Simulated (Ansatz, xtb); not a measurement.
C2H3Cl3Sn: where a starting geometry ends

The starting geometry of this gas-phase singlet was built from a drawn formula by distance geometry and a force field; its bonds are those of `Cl[C@@H]1[CH2][Sn]1([Cl])[Cl]`.

```xyz
9

C    -0.0357   -0.7110    1.9513
C    -1.2139   -1.6252    1.8129
Cl    1.5041   -1.6281    2.2196
Cl   -1.2704    1.4553   -0.6314
Cl    1.1267   -1.6908   -1.3823
Sn   -0.6613   -0.7270   -0.0972
H    -0.2348    0.1726    2.5287
H    -2.1520   -1.2151    2.2404
H    -1.0072   -2.7342    1.9053
```

Question: Predict what becomes of its bonds when it is optimised with r2SCAN-D4/def2-SVP.

Answer: It loosens into C2H3Cl + Cl2Sn, which stay close as a complex. Contacts that open: C1–Sn6 (2.14 → 3.13 Å), C2–Sn6 (2.18 → 2.82 Å).

The energy falls by 2.41 eV over 23 steps:

| step | E − E(last) (eV) |
| --- | --- |
| 1 | 2.411 |
| 3 | 2.119 |
| 6 | 0.717 |
| 8 | 0.071 |
| 11 | 0.025 |
| 13 | 0.020 |
| 16 | 0.008 |
| 18 | 0.002 |
| 21 | 0.000 |
| 23 | 0.000 |

Final geometry (Å):

```yaml
atoms:
  - { symbol: C, position_ang: [0.0848, -0.9617, 2.1194] }
  - { symbol: C, position_ang: [-1.1403, -1.5190, 2.0202] }
  - { symbol: Cl, position_ang: [1.5097, -1.8593, 2.4168] }
  - { symbol: Cl, position_ang: [-1.5796, 1.1308, -0.2557] }
  - { symbol: Cl, position_ang: [1.3092, -0.9780, -1.0650] }
  - { symbol: Sn, position_ang: [-1.0761, -1.1861, -0.7790] }
  - { symbol: H, position_ang: [0.2547, 0.1122, 1.9833] }
  - { symbol: H, position_ang: [-2.0043, -0.8533, 1.9264] }
  - { symbol: H, position_ang: [-1.3028, -2.5890, 2.1807] }
```

From the same start GFN2-xTB ends elsewhere, differing in Cl3–Sn6 (2.85 against 4.17 Å here).

The end wasn't checked by frequencies. Atoms past krypton carry core potentials, without spin–orbit terms. Run with Ansatz 0.2.0, 96 s on 2 threads of Arm Neoverse V1 (shared host).
